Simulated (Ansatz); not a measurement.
Total energies of CH6AlInOS, SMILES `C[S][AlH][O][InH2]`.

```xyz
11

C    -0.9307    2.0158   -0.3474
S     0.8739    2.2642   -0.4005
Al    1.6197    0.2463   -0.0673
O     0.5447   -1.0150    0.1544
In   -0.2801   -2.7769    0.5006
H    -1.1781    0.9658   -0.2000
H    -1.3602    2.3592   -1.2878
H    -1.3449    2.6033    0.4712
H     3.1856    0.0388   -0.0509
H    -0.3920   -3.1301    2.1679
H    -0.7380   -3.5714   -0.9402
```

Charge 0, multiplicity 1. Correlated methods include outer-core shells of In, which these sets cover unevenly. In takes the def2 core potential. The structure was optimised at the PBE0-D4/def2-TZVP level. It is one conformer, not always the lowest. Basis def2-TZVPP, the Gaussian-basis code of Ansatz.

RPA on PBE orbitals: Hartree–Fock energy of these orbitals -944.96973 Eh, correlation -1.53882 Eh (frozen core).

```json
{"functional": "LDA (SPW92)", "energy without D4 (Eh)": "-944.17098", "D4 term (kJ/mol)": "–"}
{"functional": "PBE", "energy without D4 (Eh)": "-947.40088", "D4 term (kJ/mol)": "-25.2"}
{"functional": "revPBE", "energy without D4 (Eh)": "-947.73472", "D4 term (kJ/mol)": "-65.7"}
{"functional": "BLYP", "energy without D4 (Eh)": "-947.77014", "D4 term (kJ/mol)": "-53.5"}
{"functional": "r2SCAN", "energy without D4 (Eh)": "-947.80931", "D4 term (kJ/mol)": "-6.3"}
{"functional": "B97M-V", "energy without D4 (Eh)": "-947.68328", "D4 term (kJ/mol)": "–"}
{"functional": "PBE0", "energy without D4 (Eh)": "-947.46409", "D4 term (kJ/mol)": "-21.8"}
{"functional": "B3LYP", "energy without D4 (Eh)": "-947.96758", "D4 term (kJ/mol)": "-40.9"}
{"functional": "r2SCANh", "energy without D4 (Eh)": "-947.78492", "D4 term (kJ/mol)": "-6.9"}
{"functional": "r2SCAN0", "energy without D4 (Eh)": "-947.74998", "D4 term (kJ/mol)": "-7.6"}
{"functional": "HSE06 (plane-wave form)", "energy without D4 (Eh)": "-947.44299", "D4 term (kJ/mol)": "-20.6"}
{"functional": "BHLYP", "energy without D4 (Eh)": "-947.71055", "D4 term (kJ/mol)": "-35.4"}
{"functional": "CAM-B3LYP", "energy without D4 (Eh)": "-947.80149", "D4 term (kJ/mol)": "-22.7"}
{"functional": "LC-ωPBE", "energy without D4 (Eh)": "-947.61841", "D4 term (kJ/mol)": "–"}
{"functional": "ωB97X-V", "energy without D4 (Eh)": "-947.69711", "D4 term (kJ/mol)": "–"}
{"functional": "ωB97M-V", "energy without D4 (Eh)": "-947.71202", "D4 term (kJ/mol)": "–"}
{"functional": "B2PLYP", "energy without D4 (Eh)": "-947.30911", "D4 term (kJ/mol)": "–"}
{"functional": "PBE-QIDH", "energy without D4 (Eh)": "-947.07391", "D4 term (kJ/mol)": "–"}
```

B3LYP takes the VWN-RPA correlation (the form of Gaussian; ORCA's B3LYP/G). HSE06 is the plane-wave form, built on full-range PBE exchange. The double hybrids freeze the cores in their second-order part.

LC-ωPBE has ω = 0.4 bohr⁻¹.
